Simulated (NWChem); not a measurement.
System: sulfur trioxide (SO₃); SMILES O=S(=O)=O

```xyz
4

O     -1.0192    -1.0192     0.0000
S      0.0000     0.0000     0.0000
O     -0.3731     1.3923     0.0000
O      1.3923    -0.3731     0.0000
```
Atoms are numbered in this order, from 1.

All runs: NWChem. Structure relaxed at the PBE0/def2-SVP level. Level: PBE0/def2-SVP with SMD (1 M gas to 1 M solution), gas-phase geometry.

For solvent n-hexane:

```
Property                                     Value
-------------------------------------------  -----
cavity-dispersion-structure term (kcal/mol)   -1.8
```

Question: How do the values read with solvent water instead?

Answer: 
- cavity-dispersion-structure term (kcal/mol): -0.1
